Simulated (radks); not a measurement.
Effect of the nuclear size on neutral tin, [Kr] 4d10 5s2 5p2. All-electron calculation, Dirac Kohn-Sham, relativistic LDA (MacDonald-Vosko exchange, VWN5 correlation), spin-unpolarised, spherical densities, finite nucleus; open shells are shared between the two j in proportion to 2j + 1; Fermi nuclear charge, rms radius 4.6519 fm. Program: a radial shooting solver on a logarithmic mesh with Libxc functionals. The rms radius is varied about that value; shifts are against it.

rms radius (fm)  total energy shift (eV)  density at nucleus (e/bohr^3)  1s1/2 shift (meV)  2s1/2 shift (meV)  4p1/2 shift (meV)  5s1/2 shift (meV)
3.9216                             -1.18                       1.94e+05               -493              -56.5              0.181             -0.189
4.2565                            -0.662                      1.915e+05               -276              -31.6              0.101             -0.106
4.6519                                 0                       1.89e+05              0.000              0.000              0.000              0.000
5.1124                             0.833                      1.862e+05                348               39.8             -0.127              0.133
5.2194                              1.04                      1.857e+05                432               49.5             -0.158              0.165

Slopes of the eigenvalues against <r^2> in GHz/fm^2, as finite differences over the two radii next to the reference (eigenvalue slopes, not the field-shift constants of lines): 1s1/2 18800, 2s1/2 2150, 4p1/2 -6.89, 5s1/2 7.19.
